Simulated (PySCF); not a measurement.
CH₄N (SMILES C[NH-]), charge -1, singlet, at a GFN2-xTB geometry; MP2/6-31G** (PySCF).

Here is a job for PySCF.
```python
from pyscf import gto, scf, mp

mol = gto.M(
    atom='''
C     0.039183    0.577260    0.022562
N     0.013865   -0.793202    0.083992
H    -0.986859    1.162401    0.022185
H    -0.494435   -1.143624   -0.752617
H     0.575840    0.977669    0.903524
H     0.573301    1.092402   -0.896404
''',
    basis='6-31g**',
    charge=-1,
    spin=0,
    verbose=4,
)

mf = scf.RHF(mol)
mf.kernel()

pt = mp.MP2(mf)
pt.kernel()
print('E(MP2) = %.10f' % pt.e_tot)
mf.analyze()
```

Task: What does PySCF print? Leave out banner, timings and long lists.

Result: 
```
PySCF version 2.14.0

[INPUT] verbose = 4
[INPUT] num. atoms = 6
[INPUT] num. electrons = 18
[INPUT] charge = -1
[INPUT] spin (= nelec alpha-beta = 2S) = 0
[INPUT] symmetry False subgroup None
[INPUT] Mole.unit = angstrom
[INPUT] Symbol           X                Y                Z      unit          X                Y                Z       unit  Magmom
[INPUT]  1 C      0.039183000000   0.577260000000   0.022562000000 AA    0.074045138739   1.090863302666   0.042636000822 Bohr   0.0
[INPUT]  2 N      0.013865000000  -0.793202000000   0.083992000000 AA    0.026201052717  -1.498934541457   0.158721876654 Bohr   0.0
[INPUT]  3 H     -0.986859000000   1.162401000000   0.022185000000 AA   -1.864893233562   2.196619536921   0.041923574073 Bohr   0.0
[INPUT]  4 H     -0.494435000000  -1.143624000000  -0.752617000000 AA   -0.934346736399  -2.161136149480  -1.422240006692 Bohr   0.0
[INPUT]  5 H      0.575840000000   0.977669000000   0.903524000000 AA    1.088179891570   1.847526650477   1.707412906972 Bohr   0.0
[INPUT]  6 H      0.573301000000   1.092402000000  -0.896404000000 AA    1.083381876939   2.064340597927  -1.693958056965 Bohr   0.0

nuclear repulsion = 36.3086550939852
number of shells = 24
number of NR pGTOs = 82
number of NR cGTOs = 48
basis = 6-31g**
ecp = {}

******** <class 'pyscf.scf.hf.RHF'> ********
method = RHF
initial guess = minao
damping factor = 0
level_shift factor = 0
DIIS = <class 'pyscf.scf.diis.CDIIS'>
diis_start_cycle = 1
diis_space = 8
diis_damp = 0
SCF conv_tol = 1e-09
SCF conv_tol_grad = None
SCF max_cycles = 50
direct_scf = True
direct_scf_tol = 1e-13
Set gradient conv threshold to 3.16228e-05
Initial guess from minao.
init E= -94.4607536838687
  HOMO = -0.186756573392727  LUMO = 0.172668630314015  gap/eV = 9.78046
cycle= 1 E= -94.4547881765343  delta_E= 0.00597  |g|= 0.509  |ddm|= 2.08
  HOMO = 0.0877287896660865  LUMO = 0.455968831452108  gap/eV = 10.02032
cycle= 2 E= -94.5003680605321  delta_E= -0.0456  |g|= 0.295  |ddm|= 0.883
  HOMO = -0.0119869832570174  LUMO = 0.460524502574389  gap/eV = 12.85769
cycle= 3 E= -94.5198179459877  delta_E= -0.0194  |g|= 0.031  |ddm|= 0.306
  HOMO = -0.0136280105129893  LUMO = 0.461468892175066  gap/eV = 12.92805
cycle= 4 E= -94.5202190907956  delta_E= -0.000401  |g|= 0.00504  |ddm|= 0.0593
  HOMO = -0.0140515009899707  LUMO = 0.461509339699795  gap/eV = 12.94067
cycle= 5 E= -94.5202331567332  delta_E= -1.41e-05  |g|= 0.00141  |ddm|= 0.012
  HOMO = -0.0141725304318339  LUMO = 0.461317761114121  gap/eV = 12.93875
cycle= 6 E= -94.5202341531081  delta_E= -9.96e-07  |g|= 0.00043  |ddm|= 0.0032
  HOMO = -0.0141312307388564  LUMO = 0.461365643790892  gap/eV = 12.93893
cycle= 7 E= -94.5202342427504  delta_E= -8.96e-08  |g|= 0.000114  |ddm|= 0.000931
  HOMO = -0.0141570579225228  LUMO = 0.461351807867625  gap/eV = 12.93926
cycle= 8 E= -94.5202342497435  delta_E= -6.99e-09  |g|= 1.99e-05  |ddm|= 0.000315
  HOMO = -0.0141558387320551  LUMO = 0.461351774597558  gap/eV = 12.93922
cycle= 9 E= -94.5202342500025  delta_E= -2.59e-10  |g|= 3.94e-06  |ddm|= 6.58e-05
  HOMO = -0.0141558991518442  LUMO = 0.461351706903903  gap/eV = 12.93922
Extra cycle  E= -94.5202342500123  delta_E= -9.86e-12  |g|= 1.56e-06  |ddm|= 8.7e-06
converged SCF energy = -94.5202342500123

******** <class 'pyscf.mp.mp2.RMP2'> ********
nocc = 9, nmo = 48
E(RMP2) = -94.8533657050334  E_corr = -0.333131455021108
E(SCS-RMP2) = -94.8528767328155  E_corr = -0.33264248280316
E_corr(same-spin) = -0.0774406883332717
E_corr(oppo-spin) = -0.255690766687836
E(MP2) = -94.8533657050
**** SCF Summaries ****
Total Energy =                         -94.520234250012322
Nuclear Repulsion Energy =              36.308655093985216
One-electron Energy =                 -204.455586865040459
Two-electron Energy =                   73.626697521042928
Two-electron Coulomb Energy =           87.041533439275710
DFT Exchange-Correlation Energy =      -13.414835918232782
HOMO-LUMO gap [eV] =                    12.939221023829028
**** MO energy ****
MO #1   energy= -15.1800186906016  occ= 2
MO #2   energy= -11.0123056949324  occ= 2
MO #3   energy= -0.836158370611465 occ= 2
MO #4   energy= -0.575340693619686 occ= 2
MO #5   energy= -0.338969581222911 occ= 2
MO #6   energy= -0.291769745074355 occ= 2
MO #7   energy= -0.258285039239219 occ= 2
MO #8   energy= -0.0940923550811039 occ= 2
MO #9   energy= -0.0141558991518442 occ= 2
MO #10  energy= 0.461351706903903  occ= 0
MO #11  energy= 0.522086367964841  occ= 0
MO #12  energy= 0.547785445468531  occ= 0
MO #13  energy= 0.549652676207744  occ= 0
MO #14  energy= 0.696431657253986  occ= 0
MO #15  energy= 1.03718058858681   occ= 0
MO #16  energy= 1.06800941439935   occ= 0
MO #17  energy= 1.07601211028413   occ= 0
 ** Mulliken pop on meta-lowdin orthogonal AOs  **
 ** Mulliken pop  **
 ** Mulliken atomic charges  **
charge of    0C =     -0.04543
charge of    1N =     -0.88117
charge of    2H =     -0.08128
charge of    3H =      0.07169
charge of    4H =      0.01746
charge of    5H =     -0.08128

WARN: System has nonzero charge -1; the dipole moment is origin-dependent.
Location of origin: [0. 0. 0.]

Dipole moment(X, Y, Z, Debye): -0.36320,  2.06886, -0.77452
```
